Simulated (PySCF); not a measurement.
Zn(H)(GeH3) (GeH₄Zn), SMILES [ZnH][GeH3]. Atoms are numbered in the order given.

```xyz
6

Zn     0.0000     0.0000     1.2847
H      0.0000     0.0000     2.8408
Ge     0.0000     0.0000    -1.1315
H      1.2356    -0.7134    -1.7240
H      0.0000     1.4268    -1.7240
H     -1.2356    -0.7134    -1.7240
```
Charge 0, spin multiplicity 1.

Geometry: B3LYP-D3(BJ)/def2-TZVP.

Method: PySCF 2.14.0 with TDA-PBE0/def2-SVPD.

Vertical excitations; the highest root listed may be one member of a degenerate set. Isolated molecule, no solvent. State labels are in the subgroup Cs.

Question: Estimate the UV-visible absorptions. (An estimate is asked for; the answer gives what the named calculation found.)

Answer: 
| state | symmetry | energy (eV) | λ (nm) | f | main pairs |
|---|---|---|---|---|---|
| S1 | A" | 5.03 | 247 | 0.006 | HOMO→LUMO+1 (degenerate set) |
| S2 | A' | 5.03 | 247 | 0.006 | HOMO→LUMO (degenerate set) |
| S3 | A' | 6.44 | 193 | 0.389 | HOMO→LUMO+2 89 % |
| S4 | A" | 7.09 | 175 | 0.000 | HOMO−1→LUMO 49 %, HOMO−2→LUMO+1 49 % |
| S5 | A" | 7.22 | 172 | 0.000 | HOMO−2→LUMO+1, HOMO−1→LUMO (degenerate set) |
| S6 | A' | 7.22 | 172 | 0.000 | HOMO−2→LUMO, HOMO−1→LUMO+1 (degenerate set) |
| S7 | A' | 7.34 | 169 | 0.000 | HOMO−1→LUMO+1 33 %, HOMO−2→LUMO 33 %, HOMO→LUMO+3 30 % |
| S8 | A' | 7.55 | 164 | 0.052 | HOMO−3→LUMO, HOMO→LUMO+4 (degenerate set) |
| S9 | A" | 7.55 | 164 | 0.052 | HOMO−3→LUMO+1, HOMO→LUMO+5 (degenerate set) |
| S10 | A' | 7.67 | 162 | 0.121 | HOMO→LUMO+4 47 %, HOMO−3→LUMO 40 % |
| T1 | A" | 4.45 | 279 | 0 | HOMO→LUMO+1 (degenerate set) |
| T2 | A' | 4.45 | 279 | 0 | HOMO→LUMO (degenerate set) |
| T3 | A' | 5.34 | 232 | 0 | HOMO→LUMO+2 92 % |
| T4 | A" | 6.25 | 198 | 0 | HOMO−3→LUMO+1 91 % |
Triplets are in the Tamm–Dancoff approximation.
